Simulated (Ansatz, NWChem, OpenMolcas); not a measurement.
# BaS (SMILES [S][Ba]): methods side by side

BaS: 2 atoms, total charge 0, spin state singlet. As SMILES, `[S][Ba]`. The bond length is the measured one.

```csv
atom,x (Å),y (Å),z (Å)
S,0.0000,0.0000,0.0000
Ba,0.0000,0.0000,2.5074
```

Each level gives the vertical ionisation energy (to the doublet cation) (eV). The values are calculated.

```json
{"level": "HF/def2-TZVP (core potential)", "kind": "Hartree–Fock", "program": "OpenMolcas", "value (eV)": "5.06", "CPU time (all runs)": "9.8 s"}
{"level": "PBE/def2-TZVP (core potential)", "kind": "GGA", "program": "OpenMolcas", "value (eV)": "6.75", "CPU time (all runs)": "29 s"}
{"level": "M06-L/def2-TZVP (core potential)", "kind": "meta-GGA", "program": "OpenMolcas", "value (eV)": "6.48", "CPU time (all runs)": "38 s"}
{"level": "PBE0/def2-TZVP (core potential)", "kind": "global hybrid", "program": "OpenMolcas", "value (eV)": "6.57", "CPU time (all runs)": "28 s"}
{"level": "HSE06/def2-TZVP (core potential)", "kind": "range-separated hybrid", "program": "Ansatz", "value (eV)": "6.58", "CPU time (all runs)": "74 s"}
{"level": "PBE-QIDH/def2-TZVP (core potential)", "kind": "double hybrid", "program": "Ansatz", "value (eV)": "6.51", "CPU time (all runs)": "95 s"}
{"level": "RPA@PBE/def2-TZVP (core potential)", "kind": "RPA", "program": "Ansatz", "value (eV)": "6.37", "CPU time (all runs)": "68 s"}
{"level": "MP2/def2-TZVP (core potential)", "kind": "perturbation theory", "program": "NWChem", "value (eV)": "6.44", "CPU time (all runs)": "94 s"}
{"level": "CCSD/def2-TZVP (core potential)", "kind": "coupled cluster or CI", "program": "Ansatz", "value (eV)": "6.13", "CPU time (all runs)": "16 s"}
```

Spin-orbit coupling, which can split open shells on such heavy atoms by tenths of an eV, is left out. The values span 5.06 to 6.75 eV. Times are those of the runs behind each value, whatever else they computed, on shared processors of several kinds: orders of magnitude only.
